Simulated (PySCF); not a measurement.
## Vibration and rotation of HgI⁺

RHF-CCSD(T) constants of HgI⁺, ¹Σ⁺ (singlet), closed shell (PySCF, scalar-relativistic core potentials, basis sets Hg def2-SVP with ECP60, I def2-SVP with ECP28; masses 201.9706 and 126.9045 u):

| Quantity | Value |
| --- | --- |
| ωe | 177.1 cm⁻¹ |
| ωexe | 0.474 cm⁻¹ |
| Be | 0.03129 cm⁻¹ |
| αe | 9.81e-05 cm⁻¹ |
| D (centrifugal) | 3.9e-09 cm⁻¹ |
| De to Hg⁺ + I | 1.73 eV |

Question: Estimate the standard entropy (1 bar) and heat capacity of the ideal gas at 1000 K, rigid rotor with B0 and harmonic oscillator at the fundamental.

Answer: Translation (Sackur–Tetrode, M = 328.88 u): 206.3 J/(mol K). Rotation: q = kT/(σB0) = 22200 with σ = 1, 91.5. Vibration: x = hcν0/kT = 0.253, 19.75. S° = 317.6 J/(mol K); Cp = 7R/2 + 8.27 = 37.4 J/(mol K).

Correlated steps freeze 4 core orbitals. Correlated levels converge slowly with the basis: in double zeta they bind strong bonds too weakly, by up to about 1 eV, and carry superposition errors of some tenths. These are scalar-relativistic numbers at best; spin–orbit coupling would shift them, the dissociation energy most. For an ion De counts to the pair picked by the measured ionisation energies or electron affinities, which need not be the lowest pair at this level. Where the molecule has an RHF reference, its open-shell atoms are computed with UHF.
